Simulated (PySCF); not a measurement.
# Stretching SiSn

Set-up: PySCF, scalar-relativistic core potentials, basis sets Si cc-pV(D+d)Z, Sn cc-pVDZ-PP with ECP28. Energies in eV from Si + Sn in their ground configurations at the same level. State: ³Σ⁻ (triplet), unpaired electrons π ↑↑.

All columns are UHF. A positive dipole means Si(−)Sn(+).

```csv
R (Å),E (eV),μ (D),Mulliken charge on Si (basis-dependent),HOMO (eV),LUMO (eV),Mayer bond order,⟨S²⟩
2.172,-0.191,0.71,-0.12,-7.29,-0.43,1.96,2.01
2.273,-0.731,0.81,-0.12,-7.31,-0.31,1.96,2.01
2.374,-1.009,0.90,-0.11,-7.30,-0.21,1.96,2.01
2.450,-1.090,0.97,-0.11,-7.28,-0.15,1.96,2.01
2.526,-1.088,1.04,-0.11,-7.25,-0.09,1.97,2.01
2.602,-1.022,1.11,-0.10,-7.20,-0.05,1.97,2.01
2.703,-0.858,1.21,-0.10,-7.13,-0.23,1.97,2.01
2.829,-0.572,1.39,-0.10,-7.00,-0.44,1.97,2.01
2.981,-0.160,2.01,-0.13,-6.80,-0.66,1.89,2.01
3.183,0.332,3.45,-0.21,-6.70,-0.78,1.28,2.05
```

A fit through these points gives, at Re = 2.485 Å, μ = 1.00 D and dμ/dR = 0.898 D/Å; the reduced mass is 22.68 u.

How strong is the fundamental in the double-harmonic approximation, I = 42.26·(dμ/dR)²/μred km/mol?

I = 42.26·(0.898)²/22.68 = 1.50 km/mol at UHF.

Spin–orbit coupling is left out, which matters for elements this heavy, above all for dissociation energies. Hartree–Fock leaves out correlation, which carries a large part of most bond energies and some tenths to 1 eV of ionisation energies. The state was picked by a PBE0 search and need not be the measured ground state.
